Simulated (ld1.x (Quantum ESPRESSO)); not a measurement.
# Configuration tests for Bi (Z = 83) (TM)

Bi, norm-conserving Troullier–Martins (Kleinman–Bylander form), made with ld1.x (Quantum ESPRESSO) 7.5 (LDA (PZ), fully relativistic). Core [Xe] 4f14 5d10, reference 6s2 6p3. Waves: 6p (bound): rc 2.65 bohr; 6d channel at 0.4 Ry: rc 2.60 bohr; 6s (bound): rc 1.55 bohr. Local part: the s channel. Core correction: Bessel-smoothed model core, default radius (core density twice the valence density).

Open shells are filled in proportion to 2j + 1 (rel_dist='average').

Energies are relative to the spin-unpolarised reference configuration 6s2 6p3; without spin polarisation the order of configurations can differ from experiment.

Problem. Give the all-electron excitation energy and the error of the potential for: 6s2 6p2; 6s2 6p1; 6s2 6p0; 6s2 6p2.5; 6s1 6p4; 6s1 6p0; 6s1 6p3.

Solution.

```json
{"valence configuration": "6s2 6p2", "charge": "+1", "ΔE all-electron (eV)": "8.305", "error AE − PS (meV)": "-9.0"}
{"valence configuration": "6s2 6p1", "charge": "+2", "ΔE all-electron (eV)": "24.051", "error AE − PS (meV)": "-65"}
{"valence configuration": "6s2 6p0", "charge": "+3", "ΔE all-electron (eV)": "47.985", "error AE − PS (meV)": "-238"}
{"valence configuration": "6s2 6p2.5", "charge": "+0.5", "ΔE all-electron (eV)": "3.281", "error AE − PS (meV)": "-1.6"}
{"valence configuration": "6s1 6p4", "charge": "0", "ΔE all-electron (eV)": "9.942", "error AE − PS (meV)": "-29"}
{"valence configuration": "6s1 6p0", "charge": "+4", "ΔE all-electron (eV)": "93.882", "error AE − PS (meV)": "-825"}
{"valence configuration": "6s1 6p3", "charge": "+1", "ΔE all-electron (eV)": "18.963", "error AE − PS (meV)": "-60"}
```

Levels in the configuration 6s2 6p2.5:

```tsv
level	all-electron (eV)	pseudo (eV)
6s j=1/2	-18.379	-18.395
6p j=1/2	-9.699	-9.709
6p j=3/2	-7.540	-7.547
```

Note: ghost state, extra bound levels that the all-electron valence spectrum of the same l lacks: d5/2 at -2094.9 eV. A true bound ghost makes a file unfit for plane-wave use.
